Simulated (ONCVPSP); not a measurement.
## Transferability test, ONCV potential for sulfur

sulfur (S), optimised norm-conserving Vanderbilt (ONCV), made with ONCVPSP 4.0.1 (LDA (Perdew-Zunger), scalar-relativistic). Core [Ne], reference 3s2 3p4. Waves: 3s: rc 1.15 bohr, ncon 4, nbas 8, qcut 7 1/bohr, local; 3p: rc 1.75 bohr, ncon 4, nbas 8, qcut 4.9 1/bohr, 2 projectors, debl 2.5 Ha. Local part: the s channel. Core correction: none.

Energies are relative to the spin-unpolarised reference configuration 3s2 3p4; without spin polarisation the order of configurations can differ from experiment.

```
valence configuration  charge  ΔE all-electron (eV)  error AE − PS (meV)
              3s2 3p3      +1                11.863                 +2.1
              3s2 3p2      +2                34.236                  +23
```

Question: What are ΔE and the potential's error for 3s2 3p0?

Answer: ΔE = 115.376 eV all-electron; the error (AE − PS) is +324 meV.

Question: What are ΔE and the potential's error for 3s2 3p1?

Answer: ΔE = 68.394 eV all-electron; the error (AE − PS) is +104 meV.

Levels in the configuration 3s2 3p2:

```csv
level,all-electron (eV),pseudo (eV)
3s,-39.399,-39.347
3p,-28.076,-28.033
```
